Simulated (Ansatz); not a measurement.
Ansatz (an electronic-structure program) input file for Be(Br)(iPr) (C3H7BeBr), SMILES C[CH](C)[Be][Br], PBE-D3(BJ)/def2-SVP. 

Ansatz 0.2 input:
```yaml
crystal:
  periodic: [false, false, false]
  atoms:
    - {symbol: Be, position_ang: [-0.20792858, -0.21224133, -0.00000001]}
    - {symbol: Br, position_ang: [1.74467108, 0.02779975, 0.00000000]}
    - {symbol: C, position_ang: [-1.88330876, -0.41080537, -0.00000000]}
    - {symbol: C, position_ang: [-2.54397768, 0.16207140, 1.26897634]}
    - {symbol: C, position_ang: [-2.54397768, 0.16207139, -1.26897633]}
    - {symbol: H, position_ang: [-2.05942141, -1.50660512, 0.00000000]}
    - {symbol: H, position_ang: [-3.63365276, -0.02238346, 1.27192362]}
    - {symbol: H, position_ang: [-2.40434177, 1.25485468, 1.34014569]}
    - {symbol: H, position_ang: [-2.13438919, -0.28119398, 2.19213113]}
    - {symbol: H, position_ang: [-2.13438919, -0.28119397, -2.19213113]}
    - {symbol: H, position_ang: [-3.63365275, -0.02238346, -1.27192362]}
    - {symbol: H, position_ang: [-2.40434178, 1.25485469, -1.34014569]}
basis:
  gaussian:
    orbitals: def2-SVP
hamiltonian:
  xc: pbe
  dispersion: d3bj
relax: {f_tol: 0.002, max_steps: 200}
```

Program output:

```
WARN ansatz: RAYON_NUM_THREADS=1 ignored (pool sized by the plan → 1); use --threads N
Functional definition: PBE
integrals: 0.06 GiB planned
1359 factors; their error is unknown
mean field: 0.34 GiB planned
mean field evaluation 1: about -73634.9461 eV, gradient 6.9e1 eV
mean field evaluation 2: about -73590.0591 eV, gradient 1.4e2 eV
mean field evaluation 4: about -73647.2483 eV, gradient 1.0e1 eV
mean field evaluation 8: about -73647.4718 eV, gradient 1.4e-1 eV
mean field evaluation 16: about -73647.3713 eV, gradient 2.6e-4 eV
mean field -73647.37129552 eV, -2706.4909751293 hartree, gradient 2.7e-5 eV, S^2 0.000000; 0 other end points of the search recorded, 0 dependent functions left out
the calculation of the forces begins
reference -73647.37133499 eV, -2706.4909765796 hartree; 32, 32 occupied and 86, 86 virtual orbitals, 1359 factors
relax step   1: F+E_penalty+E_count = -73647.62381569 eV  Δ(F+E_penalty+E_count) = +0.000e0 eV  max|allowed force component| = 2.646e-1 eV/Å  Δτ_max = 0.0000 Å  (30 SCF iters, accepted)
these checks for a lower state are left out or cut short: starts, cluster_reference, orbital_swaps, neighbouring_geometries, increment
integrals: 0.06 GiB planned
1359 factors; their error is unknown
mean field: 0.34 GiB planned
mean field -73647.37919857 eV, -2706.4912655608 hartree, gradient 1.6e-5 eV, S^2 0.000000; 0 other end points of the search recorded, 0 dependent functions left out
the calculation of the forces begins
reference -73647.37923806 eV, -2706.4912670120 hartree; 32, 32 occupied and 86, 86 virtual orbitals, 1359 factors
relax step   2: F+E_penalty+E_count = -73647.63092497 eV  Δ(F+E_penalty+E_count) = -7.109e-3 eV  max|allowed force component| = 8.558e-2 eV/Å  Δτ_max = 0.0100 Å  (31 SCF iters, accepted)
these checks for a lower state are left out or cut short: starts, cluster_reference, orbital_swaps, neighbouring_geometries, increment
integrals: 0.06 GiB planned
1359 factors; their error is unknown
mean field: 0.34 GiB planned
mean field evaluation 32: about -73647.3803 eV, gradient 1.3e-4 eV
mean field -73647.38026303 eV, -2706.4913046791 hartree, gradient 1.6e-5 eV, S^2 0.000000; 0 other end points of the search recorded, 0 dependent functions left out
the calculation of the forces begins
reference -73647.38030253 eV, -2706.4913061305 hartree; 32, 32 occupied and 86, 86 virtual orbitals, 1359 factors
relax step   3: F+E_penalty+E_count = -73647.63165389 eV  Δ(F+E_penalty+E_count) = -7.289e-4 eV  max|allowed force component| = 1.905e-2 eV/Å  Δτ_max = 0.0073 Å  (31 SCF iters, accepted)
these checks for a lower state are left out or cut short: starts, cluster_reference, orbital_swaps, neighbouring_geometries, increment
integrals: 0.06 GiB planned
1359 factors; their error is unknown
mean field: 0.34 GiB planned
mean field -73647.38033345 eV, -2706.4913072668 hartree, gradient 9.9e-6 eV, S^2 0.000000; 0 other end points of the search recorded, 0 dependent functions left out
the calculation of the forces begins
reference -73647.38037295 eV, -2706.4913087185 hartree; 32, 32 occupied and 86, 86 virtual orbitals, 1359 factors
relax step   4: F+E_penalty+E_count = -73647.63168898 eV  Δ(F+E_penalty+E_count) = -3.509e-5 eV  max|allowed force component| = 5.124e-3 eV/Å  Δτ_max = 0.0029 Å  (23 SCF iters, accepted)
these checks for a lower state are left out or cut short: starts, cluster_reference, orbital_swaps, neighbouring_geometries, increment
integrals: 0.06 GiB planned
1359 factors; their error is unknown
mean field: 0.34 GiB planned
mean field -73647.38039543 eV, -2706.4913095448 hartree, gradient 1.6e-5 eV, S^2 0.000000; 0 other end points of the search recorded, 0 dependent functions left out
the calculation of the forces begins
reference -73647.38043494 eV, -2706.4913109967 hartree; 32, 32 occupied and 86, 86 virtual orbitals, 1359 factors
relax step   5: F+E_penalty+E_count = -73647.63171699 eV  Δ(F+E_penalty+E_count) = -2.800e-5 eV  max|allowed force component| = 3.656e-3 eV/Å  Δτ_max = 0.0055 Å  (31 SCF iters, accepted)
these checks for a lower state are left out or cut short: starts, cluster_reference, orbital_swaps, neighbouring_geometries, increment
integrals: 0.06 GiB planned
1359 factors; their error is unknown
mean field: 0.34 GiB planned
mean field -73647.38043213 eV, -2706.4913108932 hartree, gradient 1.2e-5 eV, S^2 0.000000; 0 other end points of the search recorded, 0 dependent functions left out
the calculation of the forces begins
reference -73647.38047164 eV, -2706.4913123453 hartree; 32, 32 occupied and 86, 86 virtual orbitals, 1359 factors
relax step   6: F+E_penalty+E_count = -73647.63172818 eV  Δ(F+E_penalty+E_count) = -1.119e-5 eV  max|allowed force component| = 3.715e-3 eV/Å  Δτ_max = 0.0040 Å  (23 SCF iters, accepted)
these checks for a lower state are left out or cut short: starts, cluster_reference, orbital_swaps, neighbouring_geometries, increment
integrals: 0.06 GiB planned
1359 factors; their error is unknown
mean field: 0.34 GiB planned
mean field evaluation 64: about -73647.3805 eV, gradient 2.7e-5 eV
mean field -73647.38045866 eV, -2706.4913118683 hartree, gradient 2.7e-5 eV, S^2 0.000000; 0 other end points of the search recorded, 0 dependent functions left out
the calculation of the forces begins
reference -73647.38049818 eV, -2706.4913133205 hartree; 32, 32 occupied and 86, 86 virtual orbitals, 1359 factors
relax step   7: F+E_penalty+E_count = -73647.63173068 eV  Δ(F+E_penalty+E_count) = -2.507e-6 eV  max|allowed force component| = 3.562e-4 eV/Å  Δτ_max = 0.0027 Å  (22 SCF iters, accepted)
integrals: 0.06 GiB planned
1359 factors; their error is unknown
mean field: 0.34 GiB planned
mean field -73647.38045866 eV, -2706.4913118683 hartree, gradient 2.6e-5 eV, S^2 0.000000; 1 other end points of the search recorded, 0 dependent functions left out
the calculation of the forces begins
reference -73647.38049818 eV, -2706.4913133205 hartree; 32, 32 occupied and 86, 86 virtual orbitals, 1359 factors
Total energy: -73647.63177020 eV, -2706.5005473970 hartree
Atom 0 at    -0.201309    -0.208958    -0.000000 Å, force     0.000356    -0.000024    -0.000000 eV/Å
Atom 1 at     1.761203     0.006025     0.000000 Å, force    -0.000038     0.000030     0.000000 eV/Å
Atom 2 at    -1.879877    -0.399947    -0.000000 Å, force     0.000051     0.000274     0.000000 eV/Å
Atom 3 at    -2.545564     0.163379     1.273239 Å, force    -0.000188    -0.000060    -0.000004 eV/Å
Atom 4 at    -2.545564     0.163379    -1.273239 Å, force    -0.000188    -0.000060     0.000004 eV/Å
Atom 5 at    -2.043866    -1.506770    -0.000000 Å, force    -0.000247    -0.000094    -0.000000 eV/Å
Atom 6 at    -3.642380    -0.029959     1.277396 Å, force    -0.000005    -0.000070     0.000082 eV/Å
Atom 7 at    -2.417192     1.264467     1.350381 Å, force     0.000083    -0.000012    -0.000181 eV/Å
Atom 8 at    -2.132294    -0.280640     2.202892 Å, force     0.000049     0.000049     0.000026 eV/Å
Atom 9 at    -2.132294    -0.280640    -2.202892 Å, force     0.000049     0.000049    -0.000026 eV/Å
Atom 10 at    -3.642380    -0.029959    -1.277396 Å, force    -0.000005    -0.000070    -0.000082 eV/Å
Atom 11 at    -2.417192     1.264467    -1.350381 Å, force     0.000083    -0.000012     0.000181 eV/Å
Dipole moment:    -0.177563    -0.039421     0.000000 e Å
```

The run converged.
